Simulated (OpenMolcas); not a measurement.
Multiconfigurational calculation on Cr III

Input:

```
&GATEWAY
Coord
1

Cr 0.0 0.0 0.0
Basis=ANO-R1
Group=XYZ
NoMove
AngMom=0.0 0.0 0.0
AMFI
&SEWARD
* reference wave functions (RASSCF and RASSI steps not shown): 4 electrons in 5 orbitals (3d)
>>> COPY JOB001 $Project.JobIph
&CASPT2
Multistate=5 1 2 3 4 5
Frozen=2 3
IPEA=0.25
Imaginary=0.1
MaxIter=60
WThr=0.0 0.3 0.05
PrWF=0.5
NoMix
>>> COPY JOB002 $Project.JobIph
&CASPT2
Multistate=45 1 2 3 4 5 6 7 8 9 10 11 12 13 14 15 16 17 18 19 20 21 22
23 24 25 26 27 28 29 30 31 32 33 34 35 36 37 38 39 40 41 42 43 44 45
Frozen=2 3
IPEA=0.25
Imaginary=0.1
MaxIter=60
WThr=0.0 0.3 0.05
PrWF=0.5
NoMix
>>> COPY JOB003 $Project.JobIph
&CASPT2
Multistate=50 1 2 3 4 5 6 7 8 9 10 11 12 13 14 15 16 17 18 19 20 21 22
23 24 25 26 27 28 29 30 31 32 33 34 35 36 37 38 39 40 41 42 43 44 45 46
47 48 49 50
Frozen=2 3
IPEA=0.25
Imaginary=0.1
MaxIter=60
WThr=0.0 0.3 0.05
PrWF=0.5
NoMix
```

Output, cut to the results:

```
--- CASPT2 ---
Orbital specifications:
      -----------------------

      Symmetry species                           1   2
                                                ag  au
      Frozen orbitals                            2   3
      Inactive orbitals                          1   3
      Active orbitals                            5   0
      Secondary orbitals                        12  10
      Deleted orbitals                           0   0
      Number of basis functions                 20  16
Type of calculation                        MS-CASPT2
      Fock operator                              state-specific
      IPEA shift                                 0.25
      Real shift                                 0.00
      Imaginary shift                            0.10
      The input orbitals will be transformed to quasi-canonical
Reference energy:       -1048.8925128162
      E2 (Non-variational):      -0.2051574443
      Shift correction:          -0.0000989414
      E2 (Variational):          -0.2052563857
      Total energy:           -1049.0977692019
      Residual norm:              0.0000006190
      Reference weight:           0.96106
      Contributions to the CASPT2 correlation energy
      Active & Virtual Only:         -0.0327915845
      One Inactive Excited:          -0.0974294233
      Two Inactive Excited:          -0.0749364365
Reference energy:       -1048.8925128162
      E2 (Non-variational):      -0.2051956203
      Shift correction:          -0.0000990154
      E2 (Variational):          -0.2052946358
      Total energy:           -1049.0978074519
      Residual norm:              0.0000007515
      Reference weight:           0.96104
      Contributions to the CASPT2 correlation energy
      Active & Virtual Only:         -0.0327914430
      One Inactive Excited:          -0.0974687497
      Two Inactive Excited:          -0.0749354276
::    CASPT2 Root  1     Total energy:  -1049.09776920
::    CASPT2 Root  2     Total energy:  -1049.09780745
::    CASPT2 Root  3     Total energy:  -1049.09780350
::    CASPT2 Root  4     Total energy:  -1049.09779105
::    CASPT2 Root  5     Total energy:  -1049.09776693
::    MS-CASPT2 Root  1     Total energy:  -1049.09782247
::    MS-CASPT2 Root  2     Total energy:  -1049.09781491
::    MS-CASPT2 Root  3     Total energy:  -1049.09778701
::    MS-CASPT2 Root  4     Total energy:  -1049.09776521
::    MS-CASPT2 Root  5     Total energy:  -1049.09774854
--- CASPT2 ---
Orbital specifications:
      -----------------------

      Symmetry species                           1   2
                                                ag  au
      Frozen orbitals                            2   3
      Inactive orbitals                          1   3
      Active orbitals                            5   0
      Secondary orbitals                        12  10
      Deleted orbitals                           0   0
      Number of basis functions                 20  16
Type of calculation                        MS-CASPT2
      Fock operator                              state-specific
      IPEA shift                                 0.25
      Real shift                                 0.00
      Imaginary shift                            0.10
      The input orbitals will be transformed to quasi-canonical
Reference energy:       -1048.8020714351
      E2 (Non-variational):      -0.2109602416
      Shift correction:          -0.0001287742
      E2 (Variational):          -0.2110890158
      Total energy:           -1049.0131604509
      Residual norm:              0.0000005001
      Reference weight:           0.95754
      Contributions to the CASPT2 correlation energy
      Active & Virtual Only:         -0.0340217035
      One Inactive Excited:          -0.1062288594
      Two Inactive Excited:          -0.0707096788
Reference energy:       -1048.8020714351
      E2 (Non-variational):      -0.2108853593
      Shift correction:          -0.0001261675
      E2 (Variational):          -0.2110115268
      Total energy:           -1049.0130829619
      Residual norm:              0.0000004583
      Reference weight:           0.95769
      Contributions to the CASPT2 correlation energy
      Active & Virtual Only:         -0.0339369399
      One Inactive Excited:          -0.1061884330
      Two Inactive Excited:          -0.0707599865
::    CASPT2 Root  1     Total energy:  -1049.01316045
::    CASPT2 Root  2     Total energy:  -1049.01308296
::    CASPT2 Root  3     Total energy:  -1049.01326232
::    CASPT2 Root  4     Total energy:  -1049.01308517
::    CASPT2 Root  5     Total energy:  -1049.01320286
::    CASPT2 Root  6     Total energy:  -1049.01317991
::    CASPT2 Root  7     Total energy:  -1049.01320638
::    CASPT2 Root  8     Total energy:  -1049.01353539
::    CASPT2 Root  9     Total energy:  -1049.01304427
::    CASPT2 Root 10     Total energy:  -1049.01312726
::    CASPT2 Root 11     Total energy:  -1049.01310817
::    CASPT2 Root 12     Total energy:  -1049.01405549
::    CASPT2 Root 13     Total energy:  -1049.01405301
::    CASPT2 Root 14     Total energy:  -1049.01405344
::    CASPT2 Root 15     Total energy:  -1049.00826425
::    CASPT2 Root 16     Total energy:  -1049.00751131
::    CASPT2 Root 17     Total energy:  -1049.00835084
::    CASPT2 Root 18     Total energy:  -1049.00836810
::    CASPT2 Root 19     Total energy:  -1049.00795909
::    CASPT2 Root 20     Total energy:  -1049.00812791
::    CASPT2 Root 21     Total energy:  -1049.00784322
::    CASPT2 Root 22     Total energy:  -1048.99597967
::    CASPT2 Root 23     Total energy:  -1048.99624864
::    CASPT2 Root 24     Total energy:  -1048.99610007
::    CASPT2 Root 25     Total energy:  -1048.99610453
::    CASPT2 Root 26     Total energy:  -1048.99605509
::    CASPT2 Root 27     Total energy:  -1048.99625175
::    CASPT2 Root 28     Total energy:  -1048.99618258
::    CASPT2 Root 29     Total energy:  -1048.99609883
...
```

Levels above the lowest, from the spin-orbit matrix with the multistate effective Hamiltonian, averaged by term, added to it:

| Configuration | Term | J | E (cm-1) | Measured (cm-1) | Term weight % |
| --- | --- | --- | --- | --- | --- |
| 3d4 | 5D | 0 | 0.0 | 0.0 | 100 |
| 3d4 | 5D | 1 | 66.7 | 62.2 | 100 |
| 3d4 | 5D | 2 | 197 | 183 | 100 |
| 3d4 | 5D | 3 | 388 | 357 | 100 |
| 3d4 | 5D | 4 | 632 | 576 | 100 |
| 3d4 | 3P(1) | 0 | 18000 | 16771 | 99 |
| 3d4 | 3P(1) | 1 | 18400 | 17169 | 100 |
| 3d4 | 3H | 4 | 18780 | 17274 | 99 |
| 3d4 | 3H | 5 | 18920 | 17397 | 99 |
| 3d4 | 3H | 6 | 19080 | 17531 | 100 |
| 3d4 | 3P(1) | 2 | 19120 | 17851 | 100 |
| 3d4 | 3F(1) | 2 | 19960 | 18452 | 100 |
| 3d4 | 3F(1) | 3 | 20030 | 18511 | 99 |
| 3d4 | 3F(1) | 4 | 20110 | 18583 | 98 |
| 3d4 | 3G | 3 | 22550 | 20704 | 99 |
| 3d4 | 3G | 4 | 22720 | 20853 | 98 |
| 3d4 | 3G | 5 | 22880 | 20996 | 99 |
| 3d4 | 1G(1) | 4 | 27530 | 25139 | 99 |
| 3d4 | 3D | 3 | 27960 | 25726 | 100 |
| 3d4 | 3D | 2 | 28020 | 25781 | 100 |
| 3d4 | 3D | 1 | 28070 | 25848 | 100 |
| 3d4 | 1I | 6 | 28350 | 26015 | 100 |
| 3d4 | 1S(1) | 0 | 29530 | 27372 | 100 |
| 3d4 | 1D(1) | 2 | 35340 | 32152 | 100 |

Against the 23 measured excited levels shown (Sugar and Corliss, J. Phys. Chem. Ref. Data 6, 317 (1977)) the mean absolute deviation is 1500 cm-1; the largest miss in energy is 3d4 1D2(1): computed 35340, measured 32152 cm-1 (+9.9 %).

Term energies are means over components that CASPT2 splits; among the terms shown or strongly mixed into the levels shown the widest spread is 1100 cm-1 (3d4 1I). The CASPT2 spread within a term exceeds the gap to the next term for 3d4 3P(1) and 3d4 3H, 3d4 3D and 3d4 1I, so the order of their levels is uncertain. Measured partners are found by configuration, term and J. A level has none where our copy of the source lacks it or the pairing is in doubt (some pairs that miss far off the trend of their configuration count as doubtful), and it then counts in no deviation. Only configurations of the active space appear. The table shows the lowest 24 of 34 levels.

The term weight is that of the spin-free term in the level, not the purity of its configuration. A number in round brackets counts repeated terms of one configuration in the order of the reference energies.
